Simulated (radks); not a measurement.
Task: All-electron atom: the selenium ion Se+ in [Ar] 3d10 4s2 4p3. Calculated with a radial shooting solver on a logarithmic mesh with Libxc functionals: scalar-relativistic Kohn-Sham, Slater X-alpha with alpha = 0.871, spin-polarised, spherical densities, point nucleus; open shells are filled with parallel spins first. Some entries of the table are withheld. Estimate them.

orbital  occ.  eigenvalue (Ry)  <r^2> (bohr^2)
1s up       1        -924.4867        0.002610
1s down     1        -924.4677        0.002610
2s up       1        -120.3254         0.04500
2s down     1        -120.3158         0.04500
2p up       3        -106.3471         0.03551
2p down     3        -106.3315         0.03551
3s up       1        -16.94407          0.3752
3s down     1        -16.91905          0.3742
3p up       3              (1)          0.4008
3p down     3              (2)          0.3988
3d up       5         -5.12587          0.4791
3d down     5         -5.08247          0.4673
4s up       1         -2.22575           3.314
4s down     1         -1.89114           3.292
4p up       3         -1.35117           4.710
4p down     0         -1.01046           5.008

Result: 
(1) 3p up eigenvalue (Ry): -12.51413
(2) 3p down eigenvalue (Ry): -12.48445
